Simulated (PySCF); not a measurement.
**He: excitation energy**

He 1s2 (1S) → He 1s1 2s1 (3S), as a difference of total energies. Calculation: PySCF 2.14, in aug-cc-pVQZ-DK (5s4p3d2f, 46 functions); the spin-free X2C one-electron Hamiltonian (Gaussian nucleus). Correlated levels: valence: nothing frozen. The calculations carry no spin-orbit coupling.

```
           method  excitation energy (eV)
              UHF                  18.785
              LDA                  19.511
              PBE                  19.546
             PBE0                  19.546
           r2SCAN                  19.902
          LC-wPBE                  19.758
            B3LYP                  20.113
SCS-MP2 (valence)                  19.944
```

**Question.** Estimate what MP2 (valence) gives.

**Answer.** 19.736 eV, closest to LC-wPBE among the rows shown.

**Question.** Estimate what B97-3 gives.

**Answer.** 19.974 eV, closest to SCS-MP2 (valence) among the rows shown.

Errors of the correlated levels include the incompleteness of this basis.

The promoted electron is Rydberg-like, and one or two diffuse shells describe it only roughly, which tends to raise the upper state.

For comparison: 19.820 eV (measured; NIST levels).
